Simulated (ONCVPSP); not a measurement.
**What one change does to a pseudopotential (B, ONCV)**

| Item | Value |
| --- | --- |
| Element | boron (B) |
| Generator | ONCVPSP 4.0.1 |
| Type | optimised norm-conserving Vanderbilt (ONCV) |
| Functional | PBE |
| Relativity | scalar-relativistic |
| Frozen core | [He] |
| Valence charge | 3 |
| Reference configuration | 2s2 2p1 |
| Partial waves | 2s: rc 1.50 bohr, ncon 4, nbas 7, qcut 4.1 1/bohr, local; 2p: rc 3.35 bohr, ncon 3, nbas 8, qcut 4.7 1/bohr, 3 projectors, debl 3.4 Ha; d scattering state at 0.15 Ha: rc 2.75 bohr, ncon 5, nbas 8, qcut 4.1 1/bohr, 2 projectors, debl 0.5 Ha |
| Local potential | the s channel |
| Core correction | polynomial model core, fcfact 0.75 |

All-electron outer shells of the reference configuration (PBE, scalar-relativistic, ld1.x):

```tsv
shell	level (eV)	outermost node (bohr)	outermost maximum (bohr)
1s	-180.59	–	0.21
2s	-9.44	0.46	1.52
2p	-3.61	–	1.57
```

Change: reference 2s1.5; wave 2p: rc 3.35 bohr, ncon 3, nbas 8, qcut 4.7 1/bohr, 3 projectors, debl 3.4 Ha becomes p scattering state at 0.27 Ha: rc 3.35 bohr, ncon 3, nbas 8, qcut 4.7 1/bohr, 3 projectors, debl 3.4 Ha. In the p channel the program set the typed energies aside and used -0.708, 0.050, 3.450 Ha. In the d channel the program set the typed energies aside and used 0.050, 0.550 Ha.

Cutoffs: the cutoffs (Ha) at which the residual kinetic energy of the hardest occupied pseudo-wave falls to 1 and 0.1 mHa per electron; they do not see the model core or the augmentation charge, which bear on the density cutoff. Errors are all-electron minus pseudo energies relative to the spin-unpolarised reference configuration.

**Question.** What does the change do?

**Answer.** The potential gets harder (16 Ha and 47 Ha → 20 Ha and 49 Ha); the range in which the p phases agree widens (upper end -0.0 → 1.3); neither file shows a bound ghost.

| quantity | base | changed |
| --- | --- | --- |
| cutoff, loose | 16 Ha | 20 Ha |
| cutoff, tight | 47 Ha | 49 Ha |
| bound ghosts | none | none |
| GHOST(+) flags under 300 eV | p at 212.1 eV | none |
| largest error over its own tests, meV | +351 | +740 |
| s: phases at 1.52 bohr within 0.05 rad from the reference energy up to (Ha; the scan ends near 5) | 2.3 | 1.7 |
| p: phases at 3.40 bohr within 0.05 rad from the reference energy up to (Ha; the scan ends near 5) | -0.0 | 1.3 |
| d: phases at 2.79 bohr within 0.05 rad from the reference energy up to (Ha; the scan ends near 5) | to the end of the scan | 4.8 |
| rms error of d²Exc/dni dnj with the model core, mHa | 1.37 | 1.28 |
